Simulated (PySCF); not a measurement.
Sn(OH)(SH) (H₂OSSn), SMILES [OH][Sn][SH] (connectivity only; charge and spin as stated), neutral, multiplicity 1. Atoms are numbered in the order given.

```xyz
5

Sn    -0.3577     0.4581     0.0000
O      1.4865     1.1629     0.0000
H      2.1980     0.5171     0.0000
S      0.2978    -1.8990     0.0000
H     -0.9714    -2.3393     0.0000
```

Geometry optimised at PBE0-D3(BJ)/def2-TZVP. The def2 effective core potentials stand for the cores of Sn; spin–orbit coupling is left out. One conformer was computed; it need not be the lowest.

All values below come from C-PCM-M06-2X/def2-SVP (PySCF).

The values are the electrostatic part of the solvation free energy, E(continuum) − E(gas) at the gas-phase geometry, in a cavity of scaled van der Waals radii (PySCF's table); cavitation and dispersion terms are not included. A continuum can't describe solvent molecules that bind to the metal. In vacuum the orbital gap is 6.85 eV. The dipole moment in vacuum is 1.69 D.

Problem. Estimate the values in water (ε = 78.36), benzene (ε = 2.27), 1-octanol (ε = 9.86). (An estimate is asked for; the answer gives what the named calculation found.)

Solution. 
| solvent | ε | ΔG(elec) (kcal/mol) | dipole (D) | gap (eV) |
|---|---|---|---|---|
| water | 78.36 | -7.0 | 2.29 | 6.99 |
| benzene | 2.27 | -3.8 | 1.99 | 6.92 |
| 1-octanol | 9.86 | -6.3 | 2.22 | 6.97 |
